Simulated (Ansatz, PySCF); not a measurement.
The molecule MgH-, closed-shell singlet (lowest of 2S+1 = 1, 3 at CCSD(T)/def2-TZVPP on PBE0 minima; our sources give no spin for the ground state, which may be another).

Constants: fifth-degree fit in 1/R to seven points, most abundant isotopes. In def2 and cc sets the state is the lowest found near the PBE0 minimum, followed along R. The singlet is held restricted. HF and MP2 rows in def2 and cc sets belong to the determinant that coupled cluster picked by its CCSD energy.

Run with Ansatz (a program for electronic structure) with Gaussian orbitals; PySCF for 3-21G rows, 6-31G* rows, STO-3G rows. 

| level | r_e (Å) | ω_e (cm⁻¹) | α_e (cm⁻¹) | B_e (cm⁻¹) |
|---|---|---|---|---|
| HF/STO-3G | 1.898 | 1369 | 0.15 | 4.84 |
| HF/3-21G | 1.905 | 1187 | 0.15 | 4.80 |
| HF/6-31G* | 1.905 | 1147 | 0.16 | 4.80 |
| HF/def2-TZVPP | 1.893 | 1117 | 0.20 | 4.87 |
| HF/def2-QZVPP | 1.875 | 1138 | 0.21 | 4.96 |
| SVWN5/def2-TZVPP | 1.907 | 1039 | 0.21 | 4.79 |
| PBE/def2-TZVPP | 1.913 | 1034 | 0.21 | 4.76 |
| BP86/6-31G* | 1.938 | 1035 | 0.18 | 4.64 |
| r2SCAN/def2-TZVPP | 1.890 | 1091 | 0.21 | 4.88 |
| B97M-V/def2-TZVPP | 1.910 | 1061 | 0.19 | 4.78 |
| B3LYP/6-31G* | 1.919 | 1069 | 0.18 | 4.73 |
| B3LYP/def2-TZVPP | 1.899 | 1059 | 0.21 | 4.83 |
| PBE0/def2-TZVPP | 1.897 | 1078 | 0.20 | 4.85 |
| BHLYP/def2-TZVPP | 1.883 | 1104 | 0.21 | 4.92 |
| CAM-B3LYP/def2-TZVPP | 1.890 | 1082 | 0.21 | 4.88 |
| wB97X-V/def2-TZVPP | 1.893 | 1098 | 0.20 | 4.86 |
| wB97M-V/def2-TZVPP | 1.918 | 1022 | 0.22 | 4.74 |
| B2PLYP/def2-TZVPP | 1.886 | 1092 | 0.20 | 4.90 |
| MP2/6-31G* | 1.905 | 1142 | 0.16 | 4.81 |
| MP2/def2-TZVPP | 1.875 | 1125 | 0.19 | 4.96 |
| MP2/def2-QZVPP | 1.850 | 1148 | 0.24 | 5.09 |
| SCS-MP2/def2-TZVPP | 1.874 | 1126 | 0.19 | 4.96 |
| SCS-MP2/def2-QZVPP | 1.850 | 1148 | 0.24 | 5.09 |
| CCSD/def2-TZVPP | 1.875 | 1122 | 0.19 | 4.96 |
| CCSD/def2-QZVPP | 1.855 | 1129 | 0.25 | 5.07 |
| CCSD(T)/def2-TZVPP | 1.875 | 1120 | 0.19 | 4.96 |
| CCSD(T)/def2-QZVPP | 1.855 | 1126 | 0.25 | 5.07 |

Correlated levels freeze the inner cores; with def2 sets outer-core shells near the valence are correlated too. Rows in 3-21G, 6-31G*, STO-3G carry no dispersion term and start afresh at each structure (6-31G* with six Cartesian d functions). MP2/6-31G* freezes PySCF's default core, which is smaller on s-block atoms.

Doubts at one or more of the structures used: a restricted determinant that unrestricted orbitals would lower (HF/def2-TZVPP, HF/def2-QZVPP, MP2/def2-TZVPP, MP2/def2-QZVPP, SCS-MP2/def2-TZVPP, SCS-MP2/def2-QZVPP, CCSD/def2-TZVPP, CCSD/def2-QZVPP, CCSD(T)/def2-TZVPP, CCSD(T)/def2-QZVPP).
